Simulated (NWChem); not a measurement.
# SiHOF, singlet; SMILES F[Si]O

```xyz
4

Si     0.6214     0.0125     0.0000
F     -0.4211    -1.2591     0.0000
O     -0.4493     1.2760     0.0000
H     -1.3979     1.0886     0.0000
```
Atoms are numbered in this order, from 1.

All runs: NWChem. Low-valent species are run as closed-shell singlets; no triplet was tried in these runs. Structure relaxed at the PBE0/def2-SVP level. Level: PBE0/def2-SVP with SMD (1 M gas to 1 M solution), gas-phase geometry. Reactions with the solvent are ignored.

Task: What does the run give for solvent water? Quantities: solvation free energy (kcal/mol); cavity-dispersion-structure term (kcal/mol); dipole in solution (D).

Result: 
```
Property                                     Result
-------------------------------------------  ------
solvation free energy (kcal/mol)               -4.4
cavity-dispersion-structure term (kcal/mol)     1.5
dipole in solution (D)                         1.27
```
